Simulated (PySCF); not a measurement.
Isomers of C7H15FSi.

All values: PBE0/pcSseg-1 (PySCF) at GFN2-xTB geometries, gas phase, one conformer each.

(1) Rank by the lowest Hirshfeld charge on any atom, lowest value first.
A. `[CH3:1][CH2:2][C:3](=[CH:4][SiH2:5][CH2:6][F:7])[CH2:8][CH3:9]` with C1–C2–C3–C4 92°, C3–C4–Si5–C6 -172°, C4–Si5–C6–F7 -59°, C2–C3–C8–C9 -86°
B. `[CH3:1][SiH2:2][CH2:3][C@@H:4]1[CH2:5][CH2:6][CH2:7][C@H:8]1[F:9]` with C1–Si2–C3–C4 172°, Si2–C3–C4–C5 -179°, C3–C4–C5–C6 -161°, C4–C5–C6–C7 42°, C5–C6–C7–C8 -30°, C6–C7–C8–F9 -112°
C. `[CH3:1]/[C:2](=[C:3](\[SiH3:4])[CH2:5][F:6])[CH:7]([CH3:8])[CH3:9]` with C2–C3–C5–F6 -69°, C1–C2–C7–C8 80°

(2) Rank by HOMO–LUMO gap, lowest first.
A. `[CH3:1][CH2:2][C@@H:3]1[CH2:4][CH2:5][SiH2:6][CH2:7][C@@H:8]1[F:9]` with C1–C2–C3–C4 -162°, C2–C3–C4–C5 169°, C3–C4–C5–Si6 58°, C4–C5–Si6–C7 -45°, C5–Si6–C7–C8 45°
B. `[CH3:1][CH2:2][CH2:3]/[C:4]([CH3:5])=[C:6](/[SiH3:7])[CH2:8][F:9]` with C1–C2–C3–C4 179°, C2–C3–C4–C5 -97°, C4–C6–C8–F9 139°
C. `[CH3:1]/[C:2](=[C:3](\[SiH3:4])[CH2:5][F:6])[CH:7]([CH3:8])[CH3:9]` with C2–C3–C5–F6 -69°, C1–C2–C7–C8 80°
D. `[CH3:1][SiH2:2][CH2:3][C@@H:4]1[CH2:5][CH2:6][CH2:7][C@H:8]1[F:9]` with C1–Si2–C3–C4 172°, Si2–C3–C4–C5 -179°, C3–C4–C5–C6 -161°, C4–C5–C6–C7 42°, C5–C6–C7–C8 -30°, C6–C7–C8–F9 -112°

(3) Rank by the lowest IAO charge on any atom, highest value first.
A. `[CH3:1][CH2:2][CH2:3]/[C:4]([CH3:5])=[C:6](/[SiH3:7])[CH2:8][F:9]` with C1–C2–C3–C4 179°, C2–C3–C4–C5 -97°, C4–C6–C8–F9 139°
B. `[CH3:1][CH2:2][C:3](=[CH:4][SiH2:5][CH2:6][F:7])[CH2:8][CH3:9]` with C1–C2–C3–C4 92°, C3–C4–Si5–C6 -172°, C4–Si5–C6–F7 -59°, C2–C3–C8–C9 -86°
C. `[CH3:1][CH2:2][C@@H:3]1[CH2:4][CH2:5][SiH2:6][CH2:7][C@H:8]1[F:9]` with C1–C2–C3–C4 -170°, C2–C3–C4–C5 -61°, C3–C4–C5–Si6 -57°, C4–C5–Si6–C7 43°, C5–Si6–C7–C8 -42°
D. `[CH3:1][SiH2:2][CH2:3][C@@H:4]1[CH2:5][CH2:6][CH2:7][C@H:8]1[F:9]` with C1–Si2–C3–C4 172°, Si2–C3–C4–C5 -179°, C3–C4–C5–C6 -161°, C4–C5–C6–C7 42°, C5–C6–C7–C8 -30°, C6–C7–C8–F9 -112°

## Answers

(1) B (-0.216 e), A (-0.163 e), C (-0.126 e).

(2) C (6.65 eV), B (6.94 eV), A (8.90 eV), D (9.28 eV).

(3) A (-0.419 e), B (-0.476 e), C (-0.560 e), D (-0.718 e).

All values together:

```csv
SMILES,μ (D),HOMO (eV),LUMO (eV),lowest IAO charge (e),highest IAO charge (e),lowest Hirshfeld charge (e),highest Hirshfeld charge (e)
CC[C@@H]1CC[SiH2]C[C@@H]1F,1.77,-7.90,1.00,-0.558 (C),+0.751 (Si),-0.172 (C),+0.336 (Si)
CCC(=C[SiH2]CF)CC,2.26,-7.21,-0.28,-0.476 (C),+0.735 (Si),-0.163 (C),+0.325 (Si)
CC[C@@H]1CC[SiH2]C[C@H]1F,1.97,-7.86,1.08,-0.560 (C),+0.749 (Si),-0.172 (C),+0.336 (Si)
C/C(=C(\[SiH3])CF)C(C)C,1.98,-7.24,-0.59,-0.422 (C),+0.573 (Si),-0.126 (F),+0.296 (Si)
CCC/C(C)=C(/[SiH3])CF,2.85,-7.14,-0.20,-0.419 (C),+0.577 (Si),-0.118 (F),+0.290 (Si)
C[SiH2]C[C@@H]1CCC[C@H]1F,2.19,-8.09,1.19,-0.718 (C),+0.764 (Si),-0.216 (C),+0.341 (Si)
```

Conformers: `[CH3:1][CH2:2][C@@H:3]1[CH2:4][CH2:5][SiH2:6][CH2:7][C@@H:8]1[F:9]` with C1–C2–C3–C4 -162°, C2–C3–C4–C5 169°, C3–C4–C5–Si6 58°, C4–C5–Si6–C7 -45°, C5–Si6–C7–C8 45°; `[CH3:1][CH2:2][C:3](=[CH:4][SiH2:5][CH2:6][F:7])[CH2:8][CH3:9]` with C1–C2–C3–C4 92°, C3–C4–Si5–C6 -172°, C4–Si5–C6–F7 -59°, C2–C3–C8–C9 -86°; `[CH3:1][CH2:2][C@@H:3]1[CH2:4][CH2:5][SiH2:6][CH2:7][C@H:8]1[F:9]` with C1–C2–C3–C4 -170°, C2–C3–C4–C5 -61°, C3–C4–C5–Si6 -57°, C4–C5–Si6–C7 43°, C5–Si6–C7–C8 -42°; `[CH3:1]/[C:2](=[C:3](\[SiH3:4])[CH2:5][F:6])[CH:7]([CH3:8])[CH3:9]` with C2–C3–C5–F6 -69°, C1–C2–C7–C8 80°; `[CH3:1][CH2:2][CH2:3]/[C:4]([CH3:5])=[C:6](/[SiH3:7])[CH2:8][F:9]` with C1–C2–C3–C4 179°, C2–C3–C4–C5 -97°, C4–C6–C8–F9 139°; `[CH3:1][SiH2:2][CH2:3][C@@H:4]1[CH2:5][CH2:6][CH2:7][C@H:8]1[F:9]` with C1–Si2–C3–C4 172°, Si2–C3–C4–C5 -179°, C3–C4–C5–C6 -161°, C4–C5–C6–C7 42°, C5–C6–C7–C8 -30°, C6–C7–C8–F9 -112°.
